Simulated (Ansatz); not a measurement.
Isolated molecules relaxed with PBE0-D4/def2-TZVP in Ansatz; ΔE leaves out vibrations. CCSD(T)/CBS adds triple-zeta CCSD(T) − MP2 to the extrapolated MP2 energy (def2 sets, frozen cores). This one scheme is used for every species. Elements past krypton have def2 core potentials. For In outer-core shells are correlated without core-valence functions, which leaves a few kJ/mol of doubt a bond. Each species was taken in one conformer, which may not be the lowest.

Consider the formal exchange of groups at the In–O bond: `C[O][InH][CH3]` + `CF` → `[CH3][InH][CH2]F` + CH₃OH.

```
           species  HF/def2-TZVPP energy (Eh)
  `C[O][InH][CH3]`                 -343.92793
              `CF`                 -139.10222
`[CH3][InH][CH2]F`                 -367.90426
             CH₃OH                 -115.09501
```

Problem. Work out ΔE.

Solution. ΔE = (-367.90426) + (-115.09501) − (-343.92793) − (-139.10222) = 0.03088 Eh = +19.4 kcal/mol. CCSD(T)/CBS gives +19.4 kcal/mol.

Largest T1 diagnostic among the species: 0.015.
